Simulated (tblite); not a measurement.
C5H13NO2Si.
Cartesian coordinates in Å at the GFN2-xTB level; atoms count from 1:
```
atom  x, y, z in Å
C1     3.3059   -0.5836    1.1424
C2     2.8181   -0.0923   -0.2119
O3     1.4528    0.1949   -0.2231
Si4    0.2376   -0.8581    0.0329
N5    -1.1099    0.2191   -0.3123
C6    -1.0810    1.6060   -0.6905
C7    -2.2305   -0.4916   -0.1524
C8    -3.5672    0.1600   -0.3682
O9    -2.0987   -1.6670    0.1694
H10    4.3866   -0.6961    1.1302
H11    3.0302    0.1306    1.9134
H12    2.8491   -1.5412    1.3742
H13    3.0351   -0.8485   -0.9757
H14    3.3349    0.8352   -0.4832
H15    0.1916   -1.2733    1.4288
H16    0.3059   -1.9361   -0.9460
H17   -0.0407    1.9120   -0.7484
H18   -1.5533    1.7578   -1.6644
H19   -1.5949    2.2261    0.0485
H20   -3.6413    0.5285   -1.3896
H21   -3.6864    1.0029    0.3099
H22   -4.3544   -0.5659   -0.1863
```

All values are computed: GFN2-xTB (tblite) harmonic vibrations without scaling, gas phase. The method is semi-empirical: single wavenumbers can be off by several per cent or more. Modes of hydrogen on silicon can be 10 to 20 % off. One conformer, not necessarily the lowest.

Harmonic wavenumbers (cm⁻¹): 25.6, 66.4, 99.2, 110.1, 125.9, 156.9, 170.4, 186.8, 222.8, 234.8, 256.0, 306.3, 412.5, 453.4, 534.7, 559.1, 578.3, 672.5, 713.9, 747.1, 767.1, 812.7, 834.5, 919.0, 975.2, 1002.0, 1004.7, 1092.1, 1101.5, 1123.0, 1152.8, 1167.8, 1246.1, 1268.9, 1342.7, 1367.5, 1397.0, 1398.8, 1446.6, 1457.6, 1462.1, 1479.2, 1480.8, 1482.0, 1483.7, 1497.4, 1668.8, 2302.2, 2331.6, 2899.7, 2927.2, 2944.8, 2962.8, 3016.0, 3022.7, 3045.1, 3049.1, 3055.8, 3056.5, 3060.4.

A = 3327, B = 711.2, C = 615.8 MHz; mass 147.072 u (most abundant isotopes); point group C1, symmetry number 1.

Problem. What is the zero-point energy?

Solution. ½Σν̃ = 38869 cm⁻¹ = 111.13 kcal/mol.

Problem. Give the ideal-gas entropy at 298.15 K and 1 bar in the rigid-rotor, harmonic-oscillator model (classical rotation).

Solution. Translation 40.89, rotation 29.78, vibration 40.02: S = 110.7 cal/(mol K).

Problem. And Cp and H(298.15 K) − H(0)?

Solution. Cp = 45.32 cal/(mol K), of which vibrations give 37.37 (their classical limit is 60 R = 119.2); H(298.15 K) − H(0) = 8.41 kcal/mol without the zero-point energy, 6.04 from vibrations.

Problem. What must be added to the electronic energy to get the Gibbs energy at 298.15 K and 1 bar?

Solution. ZPE + [H(298.15 K) − H(0)] − T·S = 111.13 + 8.41 − 33.00 = 86.54 kcal/mol.

Problem. Blend soft modes into free rotors: weight 1/[1 + (100 cm⁻¹/ν̃)⁴] for the oscillator and the rest for a rotor with moment μB/(μ + B), μ = h/(8π²ν), B = 10⁻⁴⁴ kg m². What vibrational entropy results?

Solution. 36.62 cal/(mol K) in place of 40.02, which changes −T·S at 298.15 K by +1.01 kcal/mol.

Problem. Which modes carry the vibrational entropy at 298.15 K?

Solution. 25.6 cm⁻¹: 6.14; 66.4 cm⁻¹: 4.26; 99.2 cm⁻¹: 3.47; 110.1 cm⁻¹: 3.27; 125.9 cm⁻¹: 3.01; 156.9 cm⁻¹: 2.59 cal/(mol K); the other 54 give 17.29 together.

Hindered rotation and anharmonicity are outside this model. Other conformers, if any are populated, would add a mixing term that is left out. The structure is chiral; the term R ln 2 for an equal mix with its mirror image is left out.

Hardware: one thread, Intel Xeon at 2.50 GHz (x86_64), shared host with 64 logical CPUs at a one-minute load of 57. Cost: 3.4 s wall. This covers the Hessian and the dipole derivatives.
